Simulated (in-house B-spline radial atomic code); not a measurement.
A fraction x of an electron is moved 4p → 5p in La⁵⁺, starting from [Kr] 4d10 5s2 5p4 and keeping the highest spin. Level of theory: scalar-relativistic (X2C) CAM-B3LYP, spin-polarised, spherical fractional occupations, Fermi nucleus of rms radius 4.855 fm; calculated with a radial B-spline atomic code at the basis-set limit.

Caution: exact exchange at fractional occupations of open shells leaves self-interaction of up to several eV.

| x | E(x) - E(0) (eV) | 4p down level (eV) | 5p down level (eV) |
| --- | --- | --- | --- |
| 0 | 0.0000 | -260.739 | -67.782 |
| 0.125 | 24.1261 | -261.482 | -68.421 |
| 0.25 | 48.2650 | -262.220 | -69.060 |
| 0.375 | 72.4159 | -262.952 | -69.698 |
| 0.5 | ? | ? | ? |
| 0.625 | 120.7518 | -264.402 | -70.972 |
| 0.75 | 144.9357 | -265.119 | -71.608 |
| 0.875 | ? | ? | ? |
| 1 | 193.3326 | -266.538 | -72.877 |

Question: What belongs in the row x = 0.5?

Answer: An energy change of 96.5784 eV; 4p down at -263.680 eV, 5p down at -70.336 eV.

Question: What belongs in the row x = 0.875?

Answer: An energy change of 169.1294 eV; 4p down at -265.831 eV, 5p down at -72.243 eV.

Question: Check Janak's theorem between x = 0.125 and 0.25.

Answer: The slope of the energy is 193.11 eV; the orbital levels give 193.11 eV (ε of the receiving orbital less ε of the emptying one, averaged over the two points).
